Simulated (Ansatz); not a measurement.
Stepwise reaction of `[NH2][Y]([NH2])[F]` with hydrogen fluoride, as a gas-phase model of exchange steps in deposition or etching. ΔE in kJ/mol; ΔG adds harmonic PBE0-D4 terms to CCSD(T)/CBS, at 1 bar.

Program: Ansatz. Geometries: PBE0-D4/def2-TZVP. ΔE: electronic, gas phase. CCSD(T)/CBS adds triple-zeta CCSD(T) − MP2 to the extrapolated MP2 energy (def2 sets, frozen cores). This one scheme is used for every species. Functionals use def2-TZVPP. B3LYP here is the variant with VWN-RPA as its local correlation; programs differ in this. def2 core potentials past Kr. For Y outer-core shells are correlated without core-valence functions, which leaves a few kJ/mol of doubt a bond. One conformer a species, not always the lowest.

```
step                                               reaction  PBE-D4  B3LYP-D4  ωB97M-V  CCSD(T)/CBS  ΔG(600 K)
   1  `[NH2][Y]([NH2])[F]` + H–F → `[NH2][Y]([F])[F]` + NH₃  -136.9    -139.7   -138.1       -132.0     -128.5
   2      `[NH2][Y]([F])[F]` + H–F → `[F][Y]([F])[F]` + NH₃  -128.0    -130.6   -130.4       -125.8     -120.1
```

(1) By hand: ΔE of the 2 steps together at CCSD(T)/CBS.

## Answers

(1) (-132.0) + (-125.8) = -257.8 kJ/mol, or -128.9 kJ/mol a step.

In ΔE each step is higher than the one before. All are downhill at CCSD(T)/CBS. ΔG lies between -128.5 and -120.1 kJ/mol a step. PBE-D4 differs from CCSD(T)/CBS by -4.9 to -2.2 kJ/mol a step. Isolated molecules leave out the surface, adducts and barriers. Largest T1 diagnostic: 0.015.
